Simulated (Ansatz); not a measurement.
LnCl3: gap (eV) at several levels, gas phase, relaxed structures; Ansatz. Core potentials for Ce, Dy, Er, Gd, Tb in the def2 sets, no spin–orbit coupling. HOMO and LUMO are taken over both spins. With an open 4f shell the SCF may have ended above the lowest state. A dash marks a value that wasn't run or was left out as unsound. The structures are stationary points that may keep the symmetry of their start.

| species | state | geometry | PBE-D4/def2-SVP | PBE-D4/def2-TZVP | r2SCAN-D4/def2-TZVP | PBE0-D4/def2-SVP | PBE0-D4/def2-TZVP | LC-ωPBE/def2-TZVP |
| --- | --- | --- | --- | --- | --- | --- | --- | --- |
| CeCl3 | doublet | r2SCAN-D4/def2-SVP | 0.54 | 0.55 | 1.19 | 5.30 | 5.36 | 10.36 |
| GdCl3 | octet | PBE-D4/def2-SVP | 2.47 | 2.51 | 4.40 | 5.76 | 5.89 | 10.65 |
| TbCl3 | septet | B3LYP-D4/def2-SVP | 0.74 | 0.74 | 1.72 | 5.76 | 5.87 | – |
| DyCl3 | sextet | PBE0-D4/def2-SVP | 0.81 | 0.82 | 1.99 | 5.55 | 5.68 | 9.56 |

Problem. Estimate the rows for ErCl3 (quartet, r2SCAN-D4/def2-SVP geometry).

Solution. 
| species | state | geometry | PBE-D4/def2-SVP | PBE-D4/def2-TZVP | r2SCAN-D4/def2-TZVP | PBE0-D4/def2-SVP | PBE0-D4/def2-TZVP | LC-ωPBE/def2-TZVP |
| --- | --- | --- | --- | --- | --- | --- | --- | --- |
| ErCl3 | quartet | r2SCAN-D4/def2-SVP | 1.05 | 1.07 | 2.99 | 5.59 | 5.71 | 9.18 |

Over the 4 species that have every level, the mean is 1.22 at PBE-D4/def2-SVP, 1.24 at PBE-D4/def2-TZVP, 2.64 at r2SCAN-D4/def2-TZVP, 5.55 at PBE0-D4/def2-SVP, 5.66 at PBE0-D4/def2-TZVP, 9.94 at LC-ωPBE/def2-TZVP. Orbital gaps grow with the share of exact exchange and aren't one observable across functionals.
